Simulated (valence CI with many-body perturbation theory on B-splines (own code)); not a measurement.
## Sensitivity of CI+MBPT for Ba51+

Calculated by configuration interaction combined with many-body perturbation theory (CI+MBPT): three valence electrons over a frozen Dirac-Fock core [He], a basis of 6 s, 6 p, 5 d, 3 f, 1 g functions for each j, with the one-electron correlation potential Σ1, the two-electron term Σ2, the three-electron term Σ3, Breit, model QED; selected CI, second order for the rest, scaled by the run's own slope (own B-spline code, finite nucleus).

The last digits are not significant, and no measured levels were compared; by estimate large intervals hold to a few tenths of a per cent, small ones and those within an open d or f shell to about a per cent.

The reference run has the lowest level (2s^2 2p1/2) J=1/2 and an ionisation energy of 10018.0 eV. Its largest variational space holds 3740 state functions.

Levels are named by their leading jj configuration (3d3/2^4 stands for four electrons in 3d with j = 3/2), which in mixed levels can hold well under half, so a name can repeat and another be missing. Letters in brackets count levels of one name in rising energy.

Changed runs:
A. correlating orbitals by l 3 3 3 2 1 → 4 4 0 0 0
B. selection threshold (hartree) 2e-08 → 2e-07; scale of Σ2 1 → 1.2
C. highest l with Σ1, explicit Σ2 and valence Breit (higher l get mean screening factors) 3 → 0
D. cutoff of virtual states (hartree) 6272 → 486 (bad on purpose)

Excitation energies of the reference run in cm⁻¹, and shifts in cm⁻¹:

```csv
Level,Reference,A,B,C,D
(2s 2p1/2^2) J=1/2,1393150,+104,-144,-20929,+1294
(2s^2 2p3/2) J=3/2,3391240,-139,-1.8,-4902,-942
(2s 2p1/2 2p3/2) J=3/2 [a],4362480,-2499,-66,-24069,-304
(2s 2p1/2 2p3/2) J=5/2,4627670,+493,-119,+11174,+175
(2s 2p1/2 2p3/2) J=1/2,5046980,+3187,-472,-24316,+616
(2s 2p1/2 2p3/2) J=3/2 [b],5049230,+3988,-319,-4480,+853
(2p1/2^2 2p3/2) J=3/2,6533210,+4322,-613,-18491,+1942
(2s 2p3/2^2) J=5/2,7899770,-425,-90,-10572,-873
(2s 2p3/2^2) J=1/2,8521220,+2753,-125,-45621,+263
(2s 2p3/2^2) J=3/2,8529510,+4250,-452,-18402,-61
(2p1/2 2p3/2^2) J=3/2,9654830,+1785,-603,-25601,+408
(2p1/2 2p3/2^2) J=5/2,9817770,+5153,-531,+8510,+960
Ionisation energy (eV),10018.0,-0.6,-0.016,+1.0,-0.48
```
